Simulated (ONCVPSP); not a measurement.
An all-electron radial function and its pseudo partner (Ru (Z = 44))

Columns: radius, all-electron u(r) and pseudo u(r) of the 4p shell (level -49.97 eV) of ruthenium in the configuration [Ar] 3d10 4s2 4p6 4d7 5s0.5; PBE, scalar-relativistic, ONCV scheme, ONCVPSP 4.0.1.

```tsv
r (bohr)	all-electron	pseudo
0.065	0.3590	0.0104
0.130	0.1427	0.0414
0.195	-0.2843	0.0928
0.260	-0.5358	0.1633
0.325	-0.5489	0.2499
0.390	-0.3894	0.3480
0.455	-0.1400	0.4519
0.520	0.1349	0.5564
0.585	0.3943	0.6570
0.650	0.6164	0.7511
0.715	0.7925	0.8369
0.780	0.9218	0.9123
0.845	1.0079	0.9747
0.910	1.0557	1.0203
0.975	1.0723	1.0458
1.040	1.0639	1.0489
1.105	1.0368	1.0306
1.170	0.9961	0.9945
1.235	0.9460	0.9458
1.300	0.8902	0.8901
1.365	0.8312	0.8311
1.430	0.7712	0.7711
1.495	0.7117	0.7116
1.560	0.6539	0.6538
1.625	0.5985	0.5984
1.690	0.5459	0.5459
```

(1) How many radial nodes do the two functions have?

(2) At about which radius was the pseudo-wave matched?

(3) Is the pseudo-wave norm-conserving?

## Answers

(1) The all-electron 4p function has n − l − 1 = 2; the pseudo-wave has 0, since the states of the same l below it are removed with the core.

(2) 1.30 bohr, where the columns begin to agree (steps of 0.07 bohr).

(3) Yes: the ONCV scheme keeps the norm inside the radius equal to the all-electron one, which fixes the energy derivative of the logarithmic derivative at the level.
